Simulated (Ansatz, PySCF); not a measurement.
Gas-phase reaction (SMILES): CN(C)B(Br)Br [N-dibromoboranyl-N-methylmethanamine] + O (H2O) → OB(Br)Br [dibromoborinic acid] + CNC [N-methylmethanamine]; water cleaves one B-N bond, a model of a ligand-exchange step.

Each molecule is optimised on its own at B3LYP-D3(BJ)/def2-TZVP (Ansatz, an electronic-structure program), one conformer each, not searched for the lowest. Cores are frozen in the correlated levels unless marked. No spin-orbit coupling. Frozen are the shells of the preceding noble gas and the d and f shells that filled before the atom's block. No relativistic terms. Basis-set limits of correlation are two-point, X^-3; Hartree-Fock from the larger set. The bracket is a focal-point correction in the basis named. Thermal terms are rigid-rotor harmonic-oscillator values from B3LYP-D3(BJ) frequencies (Ansatz or PySCF) at 298.15 K and 1 atm. 1 Eh = 627.5095 kcal/mol.

| species | E, RI-MP2/CBS(aug-cc-pVTZ,aug-cc-pVQZ)+[CCSD(T)-MP2]/aug-cc-pVTZ (Ansatz) (Eh) | E, PBE-D3(BJ)/def2-TZVPD (Ansatz + dftd3) (Eh) | H - E (Eh) |
|---|---|---|---|
| CN(C)B(Br)Br | -5304.69106 | -5306.92878 | 0.09791 |
| O (H2O) | -76.37791 | -76.38147 | 0.02495 |
| OB(Br)Br | -5246.06120 | -5248.27285 | 0.02594 |
| CNC | -135.00124 | -135.03294 | 0.09743 |

### Question
Work out ΔE and ΔH at 298.15 K at the first level, then ΔH at the second.

### Answer

1. ΔE = [(-5246.06120) + (-135.00124)] - [(-5304.69106) + (-76.37791)] = 0.00653 Eh = 4.1 kcal/mol at RI-MP2/CBS(aug-cc-pVTZ,aug-cc-pVQZ)+[CCSD(T)-MP2]/aug-cc-pVTZ.
2. The terms H - E add up to 0.00051 Eh, so ΔH = (0.00653 + (0.00051))×627.5095 = 4.4 kcal/mol.
3. At PBE-D3(BJ)/def2-TZVPD the same steps give ΔE = 2.8 and ΔH = 3.1 kcal/mol, a shift of -1.3 from the first level.
4. These values are not checked against measurement here, since the tables used lack a sound gas-phase enthalpy of formation for at least one species.
